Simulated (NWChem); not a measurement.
System: AlH₂O₂F; SMILES [OH][Al]([F])[OH]

Here is an NWChem input.

```
start job
memory heap 200 mb stack 900 mb global 1100 mb
geometry units angstroms noautosym nocenter noautoz
  Al    -0.009086     0.033212     0.000000
  F     -1.636701     0.310021     0.000000
  O      1.034735     1.375265     0.000000
  H      1.988463     1.225647     0.000000
  O      0.611944    -1.553251     0.000000
  H      0.015535    -2.311951     0.000000
end
basis spherical
  Al library def2-svp
  F library def2-svp
  O library def2-svp
  H library def2-svp
end
dft
  xc xpbe96 cpbe96
  iterations 150
end
property
  efieldgrad
end
task dft property
```

NWChem printed, in part:

```
             Northwest Computational Chemistry Package (NWChem) 7.3.0
             --------------------------------------------------------

                             Geometry "geometry" -> ""
                             -------------------------

 Output coordinates in angstroms (scale by  1.889725989 to convert to a.u.)

  No.       Tag          Charge          X              Y              Z
 ---- ---------------- ---------- -------------- -------------- --------------
    1 Al                  13.0000    -0.00908600     0.03321200     0.00000000
    2 F                    9.0000    -1.63670100     0.31002100     0.00000000
    3 O                    8.0000     1.03473500     1.37526500     0.00000000
    4 H                    1.0000     1.98846300     1.22564700     0.00000000
    5 O                    8.0000     0.61194400    -1.55325100     0.00000000
    6 H                    1.0000     0.01553500    -2.31195100     0.00000000

 Effective nuclear repulsion energy (a.u.)     159.9895346666

  pbe96 is a nonlocal functional; adding pw91lda local functional.
                              NWChem Property Module
                              ----------------------

  itol2e modified to match energy
  convergence criterion.

                                 NWChem DFT Module
                                 -----------------

 Summary of "ao basis" -> "ao basis" (spherical)
 ------------------------------------------------------------------------------
       Tag                 Description            Shells   Functions and Types
 ---------------- ------------------------------  ------  ---------------------
 Al                         def2-svp                 8       18   4s3p1d
 F                          def2-svp                 6       14   3s2p1d
 O                          def2-svp                 6       14   3s2p1d
 H                          def2-svp                 3        5   2s1p

  itol2e modified to match energy
  convergence criterion.

[...]

          -----------------------
          Electric field gradient
          -----------------------

 1 a.u. = 0.324123 10**(16) esu/cm**3  ( or statvolts/cm**2 ) = 0.97174 10**(22) v/m**2

 ------------------------------------------------------------
   Atom      X         Y         Z
 ------------------------------------------------------------
    1 Al  -0.01717   0.06276   0.00000
 ------------------------------------------------------------

 Electric field gradient in molecular frame (a.u.)
         XX             YY             ZZ             XY             XZ             YZ
 ------------------------------------------------------------------------------------------
        0.307482       0.384733      -0.692216       0.077186       0.000000      -0.000000

 Principal components (a.u.) and orientation
 of principal axis w.r.t. absolute frame                      Asymmetry parameter eta
 --------------------------------------------------------------------------------------
       -0.692216       0.432419       0.259797                       0.249376

       -0.000000       0.525588       0.850739
        0.000000       0.850739      -0.525588
        1.000000       0.000000       0.000000

 ------------------------------------------------------------
   Atom      X         Y         Z
 ------------------------------------------------------------
    2 F   -3.09292   0.58585   0.00000
 ------------------------------------------------------------

 Electric field gradient in molecular frame (a.u.)
         XX             YY             ZZ             XY             XZ             YZ
 ------------------------------------------------------------------------------------------
       -0.614411       0.387816       0.226595       0.161918       0.000000      -0.000000

 Principal components (a.u.) and orientation
 of principal axis w.r.t. absolute frame                      Asymmetry parameter eta
 --------------------------------------------------------------------------------------
       -0.639921       0.413326       0.226595                       0.291803

        0.987816       0.155629       0.000000
       -0.155629       0.987816       0.000000
       -0.000000      -0.000000       1.000000

 ------------------------------------------------------------
   Atom      X         Y         Z
 ------------------------------------------------------------
    3 O    1.95537   2.59887   0.00000
 ------------------------------------------------------------

 Electric field gradient in molecular frame (a.u.)
         XX             YY             ZZ             XY             XZ             YZ
 ------------------------------------------------------------------------------------------
       -1.338053       0.489337       0.848715      -0.045949      -0.000000       0.000000

 Principal components (a.u.) and orientation
 of principal axis w.r.t. absolute frame                      Asymmetry parameter eta
 --------------------------------------------------------------------------------------
       -1.339207       0.848715       0.490492                       0.267489

        0.999684      -0.000000      -0.025121
        0.025121       0.000000       0.999684
        0.000000       1.000000      -0.000000

 ------------------------------------------------------------
   Atom      X         Y         Z
 ------------------------------------------------------------
    4 H    3.75765   2.31614   0.00000
 ------------------------------------------------------------

[...]
```

Level: PBE/def2-SVP. All runs use the structure optimised with B3LYP/6-31G* (spherical d). NWChem prints the field gradient with the sign opposite to the second derivative of the potential.
